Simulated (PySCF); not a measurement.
**Dipole moment and polarisability of `Cc1cncpc1C`**

Species: C₆H₈NP.
Geometry (GFN2-xTB, Å), atoms numbered from 1 in this order:
```
atom  x, y, z in Å
C1    -1.7838   -0.4973   -0.0604
C2    -0.4286    0.0704   -0.3577
C3    -0.2452    0.7811   -1.5437
N4     0.8705    1.3445   -1.9607
C5     1.9741    1.2851   -1.2584
P6     2.2305    0.5095    0.2801
C7     0.6168   -0.1160    0.5415
C8     0.3950   -0.8843    1.8107
H9    -2.1734   -0.0903    0.8723
H10   -1.7304   -1.5803    0.0469
H11   -2.4818   -0.2619   -0.8599
H12   -1.0844    0.9045   -2.2192
H13    2.8258    1.7881   -1.7075
H14    0.0693   -1.9020    1.5945
H15    1.3147   -0.9303    2.3914
H16   -0.3768   -0.4119    2.4186
```

Level: CAM-B3LYP/def2-SVPD (PySCF), static field, nuclei fixed, core orbitals frozen in the response. The polarisability tensor in these axes (au):

```
x   118.12  13.37   4.78
y    13.37  79.25 -19.69
z     4.78 -19.69 102.50
```

Question: What are the eigenvalues, a third of the trace, and Δα (Δα² = ½Σ(αi − αj)² over the three pairs)?

Answer: Principal values 64.36, 113.09 and 122.42 au; mean 99.96 au = 14.81 Å³ = 16.48 × 10⁻⁴⁰ C²·m²/J; Δα = 54.00 au (54 % of the mean).

Question: What is the dipole moment, and where does it point?

Answer: (-1.85, -1.43, 1.58) D, 2.82 D in size, pointing from the negative to the positive side. Measured along this direction, the outermost atoms are H13 at the negative end and H10 and H9 at the positive end.

Question: What are the principal values of the traceless quadrupole moment, Θ = ½Σq(3rr − r²1), about the centre of nuclear charge?

Answer: -4.12, -0.78, 4.90 D·Å. The values depend on the origin, since the dipole doesn't vanish. The electronic extent ⟨r²⟩ about the same centre is 1078 bohr², a root-mean-square distance of 2.14 Å for the 66 electrons.

Question: Refractivity n − 1 of an ideal gas of it at 500 K and 1 atm, from the electronic α?

Answer: N = p/kT = 1.4678 × 10¹⁹ cm⁻³, so n − 1 = 2π × N × 14.81 × 10⁻²⁴ cm³ = 1366 × 10⁻⁶ at long wavelengths, for an ideal gas.

Question: Along which axes do the principal values lie, and how far do the nuclei extend along each?

Answer: Largest value along (0.93, 0.34, -0.11), where the nuclei span 5.75 Å; middle along (0.25, -0.41, 0.88), 5.40 Å; least along (-0.25, 0.85, 0.47), 1.76 Å. The response follows the extents in order.

Question: How large is μ²/3kT at 400 K beside α?

Answer: In Gaussian units μ²/3kT = 48.09 Å³ against 14.81 Å³, a ratio of 3.25; the Debye molar polarisation (4π/3)N_A(α + μ²/3kT) is 158.7 cm³/mol, leaving out the vibrational part.

Question: What depolarisation ratio follows for Rayleigh scattering of linearly polarised light, taking the static tensor?

Answer: ρ = 3Δα²/(45ᾱ² + 4Δα²) = 8748.5/(449623 + 11664.7) = 0.019.

Geometry: GFN2-xTB; no solvent, vibrations or thermal averaging.
